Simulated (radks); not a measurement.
Task: These are the eigenvalues of the occupied orbitals of an atom or ion with whole-number occupations (Ry). All-electron calculation, scalar-relativistic Kohn-Sham, BLYP, spin-polarised, spherical densities, finite nucleus; Fermi nuclear charge, rms radius of each element as measured or else 0.836 A^(1/3) + 0.57 fm. Program: a radial shooting solver on a logarithmic mesh with Libxc functionals.

orbital  eigenvalue
1s up     -3431.156
1s down   -3431.156
2s up     -561.0055
2s down   -561.0028
2p up     -500.5466
2p down   -500.5447
3s up     -123.2311
3s down   -123.0966
3p up     -104.3280
3p down   -104.1943
3d up     -78.70273
3d down   -78.59936
4s up     -24.91418
4s down   -24.57055
4p up     -18.70330
4p down   -18.36077
4d up      -9.98872
4d down    -9.64939
5s up      -3.67879
5s down    -3.48518
5p up      -2.18913
5p down    -2.04109
4f up      -0.70101
6s up      -0.64185

Which element is it, and in what charge state? The configuration may be excited. Open shells, if any, are filled with parallel spins first.

Result: Z = 62, samarium, charge +1: Sm+ in [Xe] 4f6 6s1. The list shows which subshells hold electrons but not how many an open one holds; the 1s level, -1715.6 hartree, gives Z - s = 58.6 by -(Z - s)^2/2, which with screening and relativity narrows Z to a few neighbours, and the depths of the outer levels then fix element, charge and occupations together.
